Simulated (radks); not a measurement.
Values are calculated unless marked as measured or tabulated.
Question: The mean radii <r> (bohr) of the occupied orbitals of an atom or ion are listed with their occupations. Code: a radial shooting solver on a logarithmic mesh with Libxc functionals. Model: scalar-relativistic Kohn-Sham, PBEsol, spin-polarised, spherical densities, point nucleus.

orbital  occ.      <r>
1s up       1  0.09107
1s down     1  0.09105
2s up       1   0.4445
2s down     1   0.4440
2p up       3   0.4067
2p down     3   0.4062
3s up       1    1.465
3s down     1    1.476
3p up       3    1.648
3d up       1    2.604

Name the element and its charge. Open shells, if any, are filled with parallel spins first.

Answer: Z = 17, chlorine, charge +1: Cl+ in [Ne] 3s2 3p3 3d1. The 1s radius gives Z: for a bare nucleus <r> = (2 gamma + 1)/(2Z) with gamma = sqrt(1 - (Z/c)^2), 0.08778 bohr for Z = 17, and screening makes it slightly larger (0.09107 here). The occupations add up to 16, and the charge is Z minus that.
